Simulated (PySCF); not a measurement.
BFGeH4O, SMILES F[B]([GeH3])O. The structure is a stationary point at PBE-D3(BJ)/def2-SVP. The structure was generated by enumeration, and PubChem lists no compound with its InChIKey, so it may never have been made. One conformer was computed; it need not be the lowest.

Computed equilibrium geometry at PBE-D3(BJ)/def2-SVP (PySCF confirms it by a frequency run) as bond lengths and angles, and its point group (one conformer of several):
point group Cs.
Atoms: B1 F2 Ge3 H4 H5 H6 O7 H8. Bond lengths (Å): B1–F2 1.348, B1–Ge3 2.080, B1–O7 1.355, Ge3–H4 1.553, Ge3–H5 1.553, Ge3–H6 1.550, O7–H8 0.980. Bond angles (°): F2–B1–Ge3 120.3, F2–B1–O7 119.3, Ge3–B1–O7 120.4, B1–Ge3–H4 110.7, B1–Ge3–H5 110.7, B1–Ge3–H6 112.0, H4–Ge3–H5 106.8, H4–Ge3–H6 108.2, H5–Ge3–H6 108.2, B1–O7–H8 111.8.
